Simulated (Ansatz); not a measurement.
Stepwise reaction of `C[SiH2][GeH2][CH3]` with hydrogen chloride, as a gas-phase model of exchange steps in deposition or etching. ΔE in kJ/mol.

Computed with Ansatz on PBE0-D4/def2-TZVP structures; ΔE is electronic, products minus reactants. CCSD(T)/CBS is the MP2 limit (def2-TZVPP, def2-QZVPP) plus CCSD(T) − MP2 in def2-TZVPP, frozen cores. This one scheme is used for every species. DFT in def2-TZVPP. B3LYP here is the variant with VWN-RPA as its local correlation; programs differ in this. For Ge outer-core shells are correlated without core-valence functions, which leaves a few kJ/mol of doubt a bond. Scalar relativity is left out up to krypton. Each species was taken in one conformer, which may not be the lowest.

```tsv
step	reaction	PBE-D4	B3LYP-D4	ωB97M-V	CCSD(T)/CBS
2	`[CH3][GeH2][SiH2]Cl` + HCl → `Cl[SiH2][GeH2][Cl]` + CH₄	-86.4	-92.5	-88.4	-83.1
```

Give the row of step 1, `C[SiH2][GeH2][CH3]` + HCl → `[CH3][GeH2][SiH2]Cl` + CH₄. (Estimate.)

Ansatz gave: 
| step | reaction | PBE-D4 | B3LYP-D4 | ωB97M-V | CCSD(T)/CBS |
| --- | --- | --- | --- | --- | --- |
| 1 | `C[SiH2][GeH2][CH3]` + HCl → `[CH3][GeH2][SiH2]Cl` + CH₄ | -99.5 | -104.6 | -102.5 | -101.5 |

By hand: ΔE of the 2 steps together at CCSD(T)/CBS.

(-101.5) + (-83.1) = -184.6 kJ/mol, or -92.3 kJ/mol a step.

In ΔE each step is higher than the one before. All are downhill at CCSD(T)/CBS. PBE-D4 differs from CCSD(T)/CBS by -3.3 to 2.0 kJ/mol a step. Isolated molecules leave out the surface, adducts and barriers. Largest T1 diagnostic: 0.011.
